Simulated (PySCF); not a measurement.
C₆ coefficients of unlike pairs at wB97M-V

Calculated with PySCF 2.14 from the dipole response of each species, C₆(A,B) = (3/π) ∫ α_A(iu) α_B(iu) du, in atomic units, from isotropic polarisabilities. For ions this is the dispersion term alone; charge-induced terms of lower order in 1/R come first.

| species | configuration | basis | relativity | α (bohr³) | C₆ (like pair) |
| --- | --- | --- | --- | --- | --- |
| Ge²⁺ | [Ar] 3d10 4s2 (1S) | aug-cc-pwCVTZ-PP with ECP10MDF (8s7p6d4f1g) | core potential | 10.88 | 42.64 |
| Cu³⁺ | [Ar] 3d8 (3F) | aug-cc-pVDZ-PP with ECP10MDF (5s5p4d2f) | core potential | 1.388 | 3.025 |
| Co³⁺ | [Ar] 3d6 (5D) | def2-TZVPPD (6s6p4d2f1g) | none | 1.539 | 3.502 |
| Ru³⁺ | [Kr] 4d5 (6S) | def2-TZVPPD with the def2 core potential (28 electrons) (6s4p3d2f1g) | core potential | 4.640 | 21.12 |

Problem. Estimate C₆ for Co³⁺ with Cu³⁺.

Solution. The integral gives 3.253. The combination rule 2 C_A C_B / (C_A α_B/α_A + C_B α_A/α_B) gives 3.253 and the geometric mean 3.255.

No spin-orbit coupling is included.

The other pairs:

| pair | C₆ |
| --- | --- |
| Ru³⁺, Co³⁺ | 8.368 |
| Ru³⁺, Cu³⁺ | 7.729 |
| Co³⁺, Ge²⁺ | 10.15 |
| Ru³⁺, Ge²⁺ | 27.30 |
| Cu³⁺, Ge²⁺ | 9.315 |
